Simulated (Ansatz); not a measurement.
Consider the hydrogenolysis of the Si–C bond: `C[SiH2]C(F)F` + H₂ → `FC(F)[SiH3]` + CH₄.

Calculated with Ansatz (gas phase, PBE0-D4/def2-TZVP geometries, no zero-point term in ΔE). CBS: MP2 limit from def2 TZ/QZ plus the TZ coupled-cluster correction, frozen cores. This one scheme is used for every species. DFT in def2-TZVPP. B3LYP here is the variant with VWN-RPA as its local correlation; programs differ in this. Each species was taken in one conformer, which may not be the lowest.

| level | ΔE (kJ/mol) | difference from CCSD(T)/CBS |
| --- | --- | --- |
| PBE-D4 | -20.2 | 1.6 |
| r2SCAN-D4 | -20.3 | 1.5 |
| PBE0-D4 | -22.5 | -0.7 |
| B3LYP-D4 | -25.3 | -3.5 |
| ωB97X-V | -23.8 | -2.0 |
| ωB97M-V | -21.5 | 0.3 |
| B2PLYP | -28.5 | -6.7 |
| PBE | -25.2 | -3.4 |
| r2SCAN | -21.7 | 0.1 |
| PBE0 | -26.8 | -5.0 |
| B3LYP | -33.1 | -11.3 |
| HF/def2-TZVPP | -44.5 | -22.7 |
| MP2/def2-TZVPP | -19.5 | 2.3 |
| SCS-MP2/def2-TZVPP | -25.4 | -3.6 |
| CCSD/def2-TZVPP | -28.1 | -6.3 |
| CCSD(T)/def2-TZVPP | -24.4 | -2.6 |
| HF/def2-QZVPP | -44.3 | -22.5 |
| MP2/def2-QZVPP | -18.0 | 3.8 |
| SCS-MP2/def2-QZVPP | -23.9 | -2.1 |
| HF/CBS(def2) | -44.3 | -22.5 |
| MP2/CBS(def2) | -16.9 | 4.9 |
| CCSD/CBS(def2) | -25.5 | -3.7 |
| CCSD(T)/CBS | -21.8 | 0 |

Largest T1 diagnostic among the species: 0.012.

The D4 term adds +7.8 kJ/mol with B3LYP and +4.3 kJ/mol with PBE0; it sums over pairs of atoms, weighted by their polarisabilities, and B3LYP, whose exchange is more repulsive, gets the larger term. In def2-TZVPP, CCSD(T) changes the Hartree–Fock value by +20.1 kJ/mol (the triples alone add +3.7 kJ/mol) and MP2 by +24.9 kJ/mol.
